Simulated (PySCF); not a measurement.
BF$_{3}$ (SMILES FB(F)F), singlet, geometry from GFN2-xTB. Base run: M062X/6-31G*, TDDFT in PySCF.

PySCF was given this input:
```python
from pyscf import gto, scf, dft, tdscf

mol = gto.Mole()
mol.atom = '''
    B    -0.00000000    0.00000000   -0.00000000
    F    -0.00659779    1.30036204   -0.00088081
    F     1.12944220   -0.64446528    0.00325160
    F    -1.12284440   -0.65589676   -0.00237079
'''
mol.basis = '6-31g*'
mol.verbose = 4
mol.build()

mf = dft.RKS(mol)
mf.xc = 'm062x'
mf.kernel()
td = mf.TDDFT()
td.nstates = 5
td.kernel()
td.analyze()
```

Each row names what was changed in the base input (with any setting that the change needs).

| change | first excitation (eV) | oscillator strength of the first | second (eV) | core-seconds (rough) |
|---|---|---|---|---|
| base | 11.32 | 0.000 | 12.42 | 80 |
| functional = wb97x | 11.19 | 0.000 | 12.35 | 60 |
| response = Tamm-Dancoff | 11.34 | 0.000 | 12.44 | 50 |
| functional = blyp | 9.83 | 0.000 | 11.00 | 20 |
| nstates = 2 | 11.32 | 0.000 | 12.42 | 100 |
| functional = b3lyp | ___ | 0.000 | ___ | 30 |
| nstates = 15 | 11.32 | 0.000 | 12.42 | 80 |
| functional = hf | ___ | 0.000 | ___ | 5 |
| functional = pbe | 9.85 | 0.000 | 11.02 | 20 |
| functional = lc_wpbe | ___ | 0.000 | ___ | 60 |
| functional = bhandhlyp | 11.81 | 0.000 | 12.93 | 40 |

**Question.** Complete the blanks.

**Answer.** 
- functional = b3lyp, first excitation (eV): 10.62
- functional = b3lyp, second (eV): 11.78
- functional = hf, first excitation (eV): 13.92
- functional = hf, second (eV): 14.91
- functional = lc_wpbe, first excitation (eV): 11.00
- functional = lc_wpbe, second (eV): 12.19

An iterative solver can miss low states, so a row lists the states that it found.
